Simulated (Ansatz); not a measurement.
## Worked example: ideal-gas entropy of RbBr (SMILES [Br][Rb])

A linear singlet with charge 0, relaxed at PBE/Sapporo-QZP (Ansatz 0.2.0):

```xyz
2

Br    0.0000    0.0000   -0.0056
Rb    0.0000    0.0000    2.9504
```

Harmonic wavenumbers in cm⁻¹: 164.

Masses in u: Br 79.904, Rb 85.468. Take T = 298.15 K, p = 1 bar, R = 8.3145 J/(mol K), kT/hc = 207.22 cm⁻¹, rigid rotor and harmonic oscillator.

**Question.** Compute the standard molar entropy.

**Answer.** 
1. Translation (Sackur–Tetrode): S = R[3/2 ln M + 5/2 ln T − 1.1517] with M = 165.372 gives 172.6 J/(mol K).
2. Rotation: the moment of inertia is 360.844 u Å², so B = 16.8576/I = 0.0467 cm⁻¹; σ = 1; q = kT/(σhcB) = 4437.3; S = R(ln q + 1) = 78.1.
3. Vibration: with u = ν̃/207.22, each mode gives R[u/(eᵘ − 1) − ln(1 − e⁻ᵘ)]; the sum is 10.5, most from 164 cm⁻¹ (10.5).
4. Electronic: R ln 1 = 0.0, from the spin multiplicity alone.
5. Sum: 172.6 + 78.1 + 10.5 + 0.0 = 261.2 J/(mol K).

No measured value is set beside it here.
